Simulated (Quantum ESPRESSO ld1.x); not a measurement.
Results of a calculation; reference values are marked as such.
One sound ld1.x (Quantum ESPRESSO 7.5) input for the strontium ion Sr+ gives E = -3179.278 hartree in 29 iterations:

```
 &input
    zed=38.0,
    iswitch=1,
    rel=1,
    dft='PBE',
    config='[Kr] 5s1',
    prefix='ld1',
    max_out_wfc=37,
    file_charge='ld1.rho',
 /
```

Changed or added lines, one case at a time, and what came of them:

- zed=110.0: refused. The program stops in ld1_readin with "wrong nuclear charge zed: 110.00": zed must lie above 0 and at most 103.
- rmax=1000.0: harmless. The energy moves by less than 1e-5 hartree against the default mesh (-3179.278 hartree).
- config='[Kr] 5s1 6p4': not converged. The string holds 41 electrons for Z = 38, so the species has charge -3 and is not the one meant. The extra electrons are not bound, and the cycle does not converge.
- config='[Kr] 5s1 6s3': refused. The program stops in el_config with "wrong occupancy:3": an s shell holds at most 2 electrons.
- config='[Cd] 5s1': refused. The program stops in el_config with "wrong core: Cd": the cores known are He, Ne, Ar, Kr, Xe, Hg and Rn.
- rel=2 lsd=1: refused. The program stops in ld1_readin with "local spin density and spin-orbit not allowed": spin polarisation goes with rel = 0 or 1 alone.
- config='[Kr] 5s1 5s1': refused. The program stops in el_config with "wavefunction 5S found too many times": a shell may stand twice only as spin up and down (lsd = 1) or as its two j (rel = 2, l > 0), within their capacities.
